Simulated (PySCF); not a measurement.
## Ionisation energy along the 19-electron series

Calculated with PySCF 2.14 and a two-component X2C-1e Hamiltonian (Gaussian nucleus, no Breit or QED terms), each ion in its own even-tempered basis scaled to its charge; GMP2 freezes [Ne] and drops the highest virtual spinors. Values in eV. NIST values: (m) measured, (s) semi-empirical, (t) theoretical.

```csv
ion,configuration,GHF (spin-free),GMP2 (spin-free),GHF (screened spin-orbit),GMP2 (screened spin-orbit),NIST
Nd(41+),[Ar] 3d1,3062.8,3062.4,3079.7,3079.3,3078 ± 4 (t)
Sm(43+),[Ar] 3d1,3344.8,3344.3,3364.6,3364.2,3363 ± 4 (t)
```

Question: Fill in the row of Pm(42+).

Answer: configuration: [Ar] 3d1; GHF (spin-free): 3201.9; GMP2 (spin-free): 3201.5; GHF (screened spin-orbit): 3220.2; GMP2 (screened spin-orbit): 3219.8; NIST: 3219 ± 4 (t).
